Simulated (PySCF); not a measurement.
Numbering as in the mapped SMILES `[CH3:1][CH2:2]/[C:3]([CH2:4][F:5])=[C:6]1\[CH:7]=[CH:8][CH2:9]1` (H(Xn): hydrogen on atom n).

Isolated molecule, one conformer, averaged over atoms made equivalent by symmetry, fast rotation or ring inversion, no relativistic terms. PBE0/pcSseg-1 with gauge-including orbitals; geometry: GFN2-xTB; PySCF 2.14.

References, each an isolated molecule treated in the same way: ¹³C (186.93 ppm) and ¹H (31.72 ppm) vs TMS; CFCl3 for ¹⁹F (170.95 ppm).

```tsv
atoms	nucleus	count	δ (ppm)
H(C7)	¹H	1	6.73
C7	¹³C	1	143.5
H(C4)	¹H	2	5.09
C9	¹³C	1	37.8
C3	¹³C	1	131.0
H(C8)	¹H	1	?
C8	¹³C	1	149.3
H(C2)	¹H	2	2.32
F5	¹⁹F	1	?
C2	¹³C	1	32.1
H(C9)	¹H	2	3.21
C6	¹³C	1	?
H(C1)	¹H	3	?
C1	¹³C	1	?
C4	¹³C	1	86.1
```

Task: Estimate the values marked ?.

Result: 
- C6: 148.5 ppm, fully substituted alkene carbon; an sp2 carbon of a C=C bond
- C1: 17.9 ppm, methyl carbon; a saturated carbon with 1 carbon neighbour and no heteroatom attached
- H(C8): 6.98 ppm, hydrogen on an alkene CH; attached to an sp2 carbon and in the plane of the double bond
- H(C1): 1.24 ppm, hydrogen on a methyl carbon
- F5: -224.2 ppm, fluorine on an sp3 carbon

Shifts are as computed. Against solution values, carbons near 30 ppm lie about +3 ppm off and those near 130 ppm about +5 ppm. Of 1309 compounds with measured shifts, 239 miss one by over three times the rms of a fit or turn the order of signals round; such compounds aren't used in these exercises. Unscaled 19F shifts against computed CFCl3 carry errors that often reach 10 to 50 ppm.
